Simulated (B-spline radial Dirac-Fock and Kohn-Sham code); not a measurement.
## Isotope-shift constants of the inner levels of Lu

System: neutral lutetium, configuration [Xe] 4f14 5d1 6s2.

Level of theory: first-order field-shift and mass-shift constants from Dirac-Fock ground and hole states with a Fermi nucleus; the mass shift has no relativistic recoil terms; a B-spline atomic structure program. A binding energy shifts by δE = F·δ⟨r²⟩ + (K_N + K_S)·δ(1/M); F is taken for a change of radius at fixed skin thickness and so holds the higher radial moments.

```
     level  F (meV/fm²)
    K (1s)       -620.0
   L1 (2s)       -85.63
L2 (2p1/2)      -0.3945
L3 (2p3/2)        3.703
   M1 (3s)       -19.00
M2 (3p1/2)     -0.04660
M3 (3p3/2)        1.003
M4 (3d3/2)       0.9287
M5 (3d5/2)       0.8872
```

The mass shift is not given and not included below: at this Z its relativistic corrections are large. It matters little for K lines but can be comparable with the field shift of L lines.

Field shifts alone in meV from A = 175 (mass 174.9408 u, rms radius 5.37 fm); radii from Angeli and Marinova (2013).

```tsv
A	mass (u)	radius (fm)	Kα1	Kα2	Kβ1	Lα1
161	160.9436	5.2293	+930.2	+924.1	+926.2	-4.2
162	161.9433	5.2398	+861.6	+856.0	+857.9	-3.9
163	162.9412	5.2567	+751.0	+746.1	+747.7	-3.4
164	163.9413	5.2677	+678.8	+674.3	+675.8	-3.1
165	164.9394	5.283	+578.1	+574.3	+575.6	-2.6
168	167.9387	5.3227	+315.5	+313.4	+314.1	-1.4
170	169.9385	5.3364	+224.4	+222.9	+223.4	-1.0
171	170.9379	5.3436	+176.4	+175.3	+175.7	-0.8
173	172.9389	5.3577	+82.3	+81.8	+81.9	-0.4
176	175.9427	5.3739	?	?	?	?
```

Question: What are the shifts for A = 176?

Answer: Kα1 -26.1 meV; Kα2 -26.0 meV; Kβ1 -26.0 meV; Lα1 +0.1 meV.

Values without a named source are computed, but for edge energies of neutral atoms, which are taken from tables.
